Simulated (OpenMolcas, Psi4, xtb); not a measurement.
How methods differ on GaHCl2O (SMILES [OH][Ga]([Cl])[Cl])

GaHCl2O: 5 atoms, total charge 0, spin state singlet. SMILES: `[OH][Ga]([Cl])[Cl]`. Geometry: relaxed at PBE0-D4/def2-TZVP.

Each level gives the dipole moment (D). The values are calculated.

| level | kind | program | value (D) | CPU time |
| --- | --- | --- | --- | --- |
| GFN2-xTB | semi-empirical | xtb | 1.48 | under 2 s |
| HF/def2-SVP | Hartree–Fock | OpenMolcas | 1.64 | 6.8 s |
| SVWN5/def2-SVP | LDA | OpenMolcas | 1.58 | 12 s |
| BLYP/def2-SVP | GGA | OpenMolcas | 1.52 | 16 s |
| PBE/def2-SVP | GGA | OpenMolcas | 1.56 | 16 s |
| M06-L/def2-SVP | meta-GGA | OpenMolcas | 1.64 | 18 s |
| B3LYP/def2-SVP | global hybrid | OpenMolcas | 1.54 | 15 s |
| wB97X-D/def2-SVP (density fitting) | range-separated hybrid | Psi4 | 1.60 | 4.5 s |

All-electron rows without a relativistic Hamiltonian named are non-relativistic. The values span 1.48 to 1.64 D. Magnitudes only. CPU times are rough (shared hosts, several kinds of processor and program).
